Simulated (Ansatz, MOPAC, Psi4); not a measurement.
Process, species as SMILES: NB(Cl)Cl -> ClB(Cl)[NH-] + H+

Wanted: gas-phase deprotonation energy (enthalpy at 298 K), in kcal/mol. Conventions: non-relativistic; dispersion terms only where a functional's name holds one; no spin-orbit coupling; six Cartesian d functions in 6-31G* and its kin unless marked 5d; valence correlation only. CBS marks a two-point X^-3 extrapolation of the correlation energy; Hartree-Fock from the larger set. Ab initio and DFT rows: single points at B3LYP-D3(BJ) geometries (Ansatz, a program for electronic structure), with unscaled harmonic terms from B3LYP/6-31G* (Ansatz) at its own minima. Semi-empirical rows: MOPAC heats of formation at their own minima for 298 K, the proton's as measured. Sets without +, aug- or the D of def2-TZVPD hold no diffuse functions, which anions need.

```csv
species,coefficient,"E at wB97X-D/6-31G* (Psi4), Eh","E at wB97X-V/def2-TZVPD (Ansatz), Eh","H(298 K) - E, kcal/mol","heat of formation at PM6 (MOPAC), kcal/mol"
NB(Cl)Cl,-1,-1001.27589,-1001.24445,24.76,-91.32
[NH-]B(Cl)Cl,+1,-1000.68376,-1000.66129,16.01,-109.91
H+,+1,0.00000,0.00000,1.48,365.69
```

Coupled cluster (Ansatz) is a level with limits of its own, used here on species with T1 under 0.025 (0.045 for open shells) and stable references: CCSD(T)/CBS(aug-cc-pV(T+d)Z,aug-cc-pV(Q+d)Z). Value to compare with, CCSD(T)/CBS(aug-cc-pV(T+d)Z,aug-cc-pV(Q+d)Z) (Ansatz): 356.4 kcal/mol. 1 Eh = 627.5095 kcal/mol.

Work the quantity out at each level, and compare with CCSD(T)/CBS(aug-cc-pV(T+d)Z,aug-cc-pV(Q+d)Z) (Ansatz).


- wB97X-D/6-31G*: the sum of coefficient times E is 0.59213 Eh, or 371.57 kcal/mol; the thermal terms add -7.27. Result: 364.3 kcal/mol. Its difference against CCSD(T)/CBS(aug-cc-pV(T+d)Z,aug-cc-pV(Q+d)Z) (Ansatz) is 7.9 kcal/mol.
- wB97X-V/def2-TZVPD: the sum of coefficient times E is 0.58316 Eh, or 365.94 kcal/mol; the thermal terms add -7.27. Result: 358.7 kcal/mol. Its difference against CCSD(T)/CBS(aug-cc-pV(T+d)Z,aug-cc-pV(Q+d)Z) (Ansatz) is 2.3 kcal/mol.
- PM6: the sum of coefficient times heat of formation is 347.10 kcal/mol; it needs no thermal term. Its difference against CCSD(T)/CBS(aug-cc-pV(T+d)Z,aug-cc-pV(Q+d)Z) (Ansatz) is -9.3 kcal/mol.
